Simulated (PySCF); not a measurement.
## From computed data to an observable: oscillator strength and radiative lifetime

1,1-difluoro-1-methoxyethane (C₃H₆F₂O), SMILES COC(C)(F)F.

Geometry optimised at PBE0-D3(BJ)/def2-SVP. Other conformers were not sampled.

TDA-LC-ωPBE/def2-SVPD (PySCF) puts the first singlet state with f over 0.02 at 9.68 eV (vertical), with the transition dipole (0.125, 0.215, -0.229) in atomic units.

Q: Find the oscillator strength, the wavelength and the radiative lifetime that this transition would have in vacuum if emission retraced absorption.

A: 
|μ|² = 0.1143 au, so |μ| = 0.86 D. ΔE = 9.68/27.211 = 0.3557 hartree. f = (2/3) ΔE |μ|² = 0.027 (the program prints 0.027).
λ = 1239.84/9.68 = 128 nm; ν = 78074 cm⁻¹.
Einstein's coefficient A = 0.6670 ν² f s⁻¹ (ν in cm⁻¹) = 1.1e8 s⁻¹, so τ = 1/A = 9.1 ns. This state is S2; the lower singlet has f = 0.006. The figure is the radiative limit of this one transition; relaxation, internal conversion, crossing to triplets and a medium change what is measured.
